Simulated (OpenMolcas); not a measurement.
**Br+: thermal populations, Slater's ratio, worked from levels**

* Program: OpenMolcas
* Basis: ANO-RCC-VQZP [7s6p4d2f1g]
* Scalar Hamiltonian: DKH2, point nucleus
* Active space: 6 electrons in 8 orbitals (4s 4p 5s 5p)
* State averaging: 2S+1 = 3 even, 3 roots; 2S+1 = 1 even, 6 roots; 2S+1 = 3 odd, 1 root; 2S+1 = 1 odd, 5 roots
* Spin-orbit coupling: RASSI with atomic mean-field integrals over the reference wave functions, term energies averaged over their components

Methods: CASSCF; SS-CASPT2, IPEA 0.25 Eh, imaginary shift 0.1 Eh (closed shells correlated: 3d). Measured levels: NIST Handbook of Basic Atomic Spectroscopic Data.

**Thermal populations.** Z = Σ (2J + 1) exp(-E/kT) with k = 0.695035 cm-1/K, over the levels below. No other level of either list lies under 84800 cm-1, which is above 7 kT at each temperature.

```json
{"Level": "4s2 4p4 3P2", "2J + 1": "5", "SS-CASPT2": "0.0", "measured": "0.0"}
{"Level": "4s2 4p4 3P1", "2J + 1": "3", "SS-CASPT2": "2810", "measured": "3136"}
{"Level": "4s2 4p4 3P0", "2J + 1": "1", "SS-CASPT2": "3530", "measured": "3837"}
{"Level": "4s2 4p4 1D2", "2J + 1": "5", "SS-CASPT2": "12360", "measured": "12089"}
{"Level": "4s2 4p4 1S0", "2J + 1": "1", "SS-CASPT2": "28050", "measured": "27867"}
```

```
T (K)  Z, SS-CASPT2  Z, measured levels  Ground level (%), SS-CASPT2  Ground level (%), measured levels
 5000         6.842               6.703                         73.1                               74.6
 8000         7.888               7.783                         63.4                               64.2
12000         8.967               8.900                         55.8                               56.2
```

At 12000 K, kT = 8340 cm-1, and the computed levels give Z = 5.000 + 2.142 + 0.655 + 1.136 + 0.035 = 8.967.

**Slater's ratio.** With one set of orbitals, p4 has 1D - 3P = 6 F2 and 1S - 1D = 9 F2 (F2 = F²/25), a ratio of 3/2. Term energies are centres of gravity, weighted by 2J + 1.

```json
{"Source": "CASSCF", "1D - 3P": "12935", "1S - 3P": "24722", "F2 from the first": "2156", "Ratio": "0.911"}
{"Source": "SS-CASPT2", "1D - 3P": "11027", "1S - 3P": "26721", "F2 from the first": "1838", "Ratio": "1.423"}
{"Source": "measured", "1D - 3P": "10617", "1S - 3P": "26395", "F2 from the first": "1770", "Ratio": "1.486"}
```

Energies in cm-1. A ratio away from 3/2 shows effects beyond one configuration with one set of orbitals, and in heavier atoms second-order spin-orbit shifts. In CASSCF the valence s occupation is 1.95 in 1S against 2.00 in 1D: mixing out of s² acts most on 1S and pulls it down.

CASPT2 breaks the degeneracy within a term, and the mean is taken; among the terms shown or strongly mixed into the levels shown the widest spread is 70 cm-1 (4s2 4p4 1D, SS-CASPT2). The run also gave levels led by 4s2 4p3 5s, which use shells meant for correlation; these and all levels above them are left out. Without dynamic correlation excited terms often stand tens of per cent too high (terms of higher spin than the ground term too low), and those without a measured partner can miss by more than the paired ones (holds for CASSCF). Measured partners are found by configuration, term and J. A level has none where our copy of the source lacks it or the pairing is in doubt (some pairs that miss far off the trend of their configuration count as doubtful), and it then counts in no deviation. Only configurations of the active space appear.
